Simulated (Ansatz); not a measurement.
Li2Te, relaxed as a singlet with RKS PBE-D4/def2-TZVP in Ansatz, starting from the GFN2-xTB geometry. Force threshold 0.02 eV/Å.

In the def2 sets Te takes a core potential; there is no spin–orbit coupling. The structure comes from a short search, and lower isomers may exist.

Start:

Cartesian coordinates in Å:
```
Li -1.470 0.340 0.163
Li 0.935 0.753 -0.928
Te 0.534 -1.094 0.765
```

Question: Estimate the energy that the relaxation releases and the steps that it takes.

Answer: 8.1 kcal/mol, in 5 steps; 3 s on 4 threads of Arm Neoverse V2 on a shared host. No frequencies were taken in this run, so the end may be a saddle point.

Question: Does the start keep its bonding and symmetry?

Answer: By distances, no bond broke or formed, bridged metal pairs apart. The bond that changes most is Li2–Te3, from 2.54 to 2.44 Å (atoms count from 1). Metal–metal contacts that move far: Li1–Li2 2.67 to 3.69 Å. Point group C2v at the start, C2v at the end, both within 0.05 Å.

Question: Predict the relaxed structure.

Answer: 
Cartesian coordinates in Å:
```
Li -1.8594 0.1185 0.4714
Li 1.4645 0.6893 -1.0362
Te 0.3949 -0.8078 0.5647
```
Bond lengths (bridged metal pairs left out): 2 × Li–Te 2.44 Å.
